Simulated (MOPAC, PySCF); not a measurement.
C3H4O, SMILES `O=C1CC1`, neutral singlet in the gas phase. 

Z-matrix (Å, degrees):
```
C
H 1 1.0839
H 1 1.0839 2 114.68
C 1 1.4652 2 118.85 3 -149.24
O 4 1.1940 1 147.59 2 73.98
C 4 1.4652 5 147.59 1 180.00
H 6 1.0839 4 118.85 5 73.98
H 6 1.0839 7 114.68 4 149.24
```
Charge 0, multiplicity 1.

All levels are single points at this geometry (B3LYP-D3(BJ)/def2-TZVP); Pople sets use spherical d functions. Orbital energies aren't observables, and empty levels follow the basis.

B3LYP-D3(BJ)/def2-TZVP in PySCF gives dipole (D) = 2.94.

Question: Estimate the dipole (D) from each of these levels: PBE-D3(BJ)/def2-TZVP in PySCF; B3LYP/3-21G in PySCF; B3LYP/6-311+G** in PySCF; BP86/6-31G* in PySCF; PBE/6-31G* in PySCF; HF/6-31G* in PySCF; PM3 in MOPAC; PM6 in MOPAC.

Answer: 
| level | dipole (D) |
|---|---|
| PBE-D3(BJ)/def2-TZVP in PySCF | 2.78 |
| B3LYP/3-21G in PySCF | 2.47 |
| B3LYP/6-311+G** in PySCF | 3.05 |
| BP86/6-31G* in PySCF | 2.60 |
| PBE/6-31G* in PySCF | 2.58 |
| HF/6-31G* in PySCF | 3.24 |
| PM3 in MOPAC | 2.18 |
| PM6 in MOPAC | 2.38 |
